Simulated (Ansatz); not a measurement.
The first iterations of a band of a periodic cell of 20 atoms, HC₁₈F (surface graphene monolayer, adsorbate HF).

All numbers below come from Ansatz, DFT PBE-D3(BJ), scalar-relativistic, plane waves, PAW. Settings: PAW set soft_1, cutoff 420 eV, k mesh 2x2x1, gaussian smearing 0.05 eV, no spin polarisation.

```
movable images  : 5
climbing image  : yes
spring          : 10.0 eV/Å²
optimiser       : quadratic models (default)
start path      : IDPP
force threshold : 0.03 eV/Å
iteration limit : 51
end points      : relaxed
```

First end point:

```xyz
20
Lattice="7.3980 0.0000 0.0000 -3.6990 6.4069 0.0000 0.0000 0.0000 12.0000" Properties=species:S:1:pos:R:3
C 0.057 0.019 0.934
C 1.289 0.731 0.934
C -1.189 2.161 0.938
C 0.058 2.882 0.934
C -2.411 4.307 0.934
C -1.190 5.011 0.933
C 2.509 0.026 0.933
C 3.755 0.745 0.932
C 1.289 2.170 0.933
C 2.509 2.875 0.933
C 0.057 4.291 0.933
C 1.289 5.002 0.933
C 4.987 0.034 0.932
C 6.208 0.737 0.933
C 3.754 2.155 0.933
C 4.985 2.868 0.935
C 2.509 4.297 0.934
C 3.755 5.017 0.934
F -1.577 2.170 4.057
H -1.541 2.203 3.120
```

Last end point:

```xyz
20
Lattice="7.3980 0.0000 0.0000 -3.6990 6.4069 0.0000 0.0000 0.0000 12.0000" Properties=species:S:1:pos:R:3
C -0.068 -0.034 0.910
C 1.197 0.687 0.921
C -1.309 2.103 0.936
C -0.055 2.820 1.301
C -2.516 4.241 1.283
C -1.250 4.958 0.945
C 2.419 -0.025 0.848
C 3.651 0.681 0.800
C 1.208 2.091 0.985
C 2.418 2.803 0.921
C -0.061 4.266 0.938
C 1.185 4.958 0.837
C 4.882 -0.030 0.795
C 6.112 0.678 0.836
C 3.646 2.100 0.847
C 4.894 2.786 0.942
C 2.410 4.258 0.911
C 3.614 4.973 0.973
F -0.083 2.834 2.810
H -2.497 4.227 2.400
```

| iteration | highest image above the first end (eV) | largest band force component (eV/Å) |
| --- | --- | --- |
| 1 | 4.627 | 5.256 |
| 2 | 3.708 | 3.645 |
| 3 | 3.090 | 20.889 |
| 4 | 2.795 | 6.101 |
| 5 | 2.708 | 4.777 |
| 6 | 2.693 | 1.998 |
| 7 | 2.676 | 0.832 |
| 8 | 2.710 | 0.611 |

Question: Does the band converge within its limit, and where does its top end?

Answer: The forces met the threshold. It ended after 24 iterations with the highest image 2.784 eV above the first end. Neighbouring images differ by up to 2.5 eV, so the band resolves the path poorly. By the program's own check the climbing image is of a kind that is not told: the force calls were inconclusive, a negative curvature could not be distinguished from the path's own, the only one lies far off the path, or fixed occupations may fill a level only in part (lowest curvatures found: -4.12 and 0.82 eV/Å²). Limits of this set-up: coarse k mesh, slab without dipole correction.

Run time: 17 min on 1 thread of Arm Neoverse V2, with other jobs on the host, peak memory 1 GiB.
